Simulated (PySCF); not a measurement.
Spectrum to structure. Method: TDDFT CAM-B3LYP/def2-SVPD, vertical, gas phase, core orbitals frozen in the response in PySCF. Geometries: GFN2-xTB, one conformer each.

```tsv
state	E (eV)	f
S1	4.26	0.0000
S2	6.98	0.0003
S3	7.06	0.031
S4	7.56	0.0033
S5	7.68	0.0023
S6	7.87	0.0000
S7	7.94	0.0005
S8	8.18	0.0012
```

Triplets computed (Tamm–Dancoff): 3.73, 6.03, 6.84 eV.

Orbital energies (eV): HOMO-3 -10.98, HOMO-2 -9.99, HOMO-1 -9.61, HOMO -8.59, LUMO 0.45, LUMO+1 1.35, LUMO+2 1.67.

**Question.** Which candidate is it? All have the formula C7H10O.
A. `COC1=CCC(C)=C1`
B. `OC[C@@]12C=CC[C@@H]1C2`
C. `CCC1=CCC=CO1`
D. `O=C1CC(C2CC2)C1`
E. `CCCc1ccoc1`

**Answer.** D. Its S1, at 4.26 eV, is the lowest among the candidates; the nearest of the others has S1 at 5.04 eV. S1 is HOMO→LUMO (91%). S1 has the pattern of n→π* at C=O. At the same level the other candidates give, for their lowest levels:
- `OC[C@@]12C=CC[C@@H]1C2`: 6.48 eV (f 0.145); 6.71 eV (f 0.020); 7.09 eV (f 0.006); 7.16 eV (f 0.022); 7.40 eV (f 0.006); T1 4.18 eV; HOMO -8.10, LUMO 1.25 eV
- `CCCc1ccoc1`: 6.16 eV (f 0.136); 6.46 eV (f 0.004); 6.83 eV (f 0.005); 7.09 eV (f 0.041); 7.21 eV (f 0.039); T1 4.01 eV; HOMO -7.77, LUMO 1.30 eV
- `COC1=CCC(C)=C1`: 5.04 eV (f 0.079); 5.74 eV (f 0.006); 6.27 eV (f 0.010); 6.48 eV (f 0.001); 6.75 eV (f 0.132); T1 3.21 eV; HOMO -7.08, LUMO 0.97 eV
- `CCC1=CCC=CO1`: 5.26 eV (f 0.010); 5.81 eV (f 0.010); 6.54 eV (f 0.003); 6.80 eV (f 0.029); 7.03 eV (f 0.016); T1 3.88 eV; HOMO -7.32, LUMO 1.27 eV

Shape of the structure used: `[O:1]=[C:2]1[CH2:3][CH:4]([CH:5]2[CH2:6][CH2:7]2)[CH2:8]1`: C3–C4–C5–C6 -164°.
